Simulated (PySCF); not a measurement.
```xyz
4
charge 1 multiplicity 4, angstrom
Re    0.0000    0.0000    0.0000
Cl    2.1801    0.0000    0.0000
Cl   -1.0901    1.8880    0.0000
Cl   -1.0900   -1.8881    0.0000
```

These are results of UPBE0/[Re def2-SVP with ECP60, Cl def2-SVP], scalar-relativistic core potentials, density fitting, no spin–orbit coupling, PySCF, not measurements.

This geometry of ReCl₃⁺ is a stationary point at this level.

**Question.** What is the point group?

**Answer.** D3h.

**Question.** Is it a minimum?

**Answer.** Yes: all harmonic wavenumbers are real.

**Question.** What are the dipole moment and the gap between the highest occupied and lowest empty levels of either spin?

**Answer.** 0.00 D about the centre of mass and 3.98 eV.

**Question.** Give the atomic charges and bond orders.

**Answer.** 
```csv
atom,Mulliken,Löwdin,polar tensor,spin (Mulliken),Mayer order to Re1
Re1,0.89,-0.17,1.67,2.79,–
"Cl2,3,4",0.04,0.39,-0.22,0.07,1.42
```

**Question.** Give the ideal-gas entropy at 298.15 K and 1 bar by parts.

**Answer.** translation 179.6, rotation 105.3, vibration 53.6, spin 11.5; total 350.2 J/(mol K).

This need not be the most stable arrangement of these atoms. Other spin states or occupations of the open shell can lie lower. Spin–orbit coupling, left out here, can matter for elements this heavy.
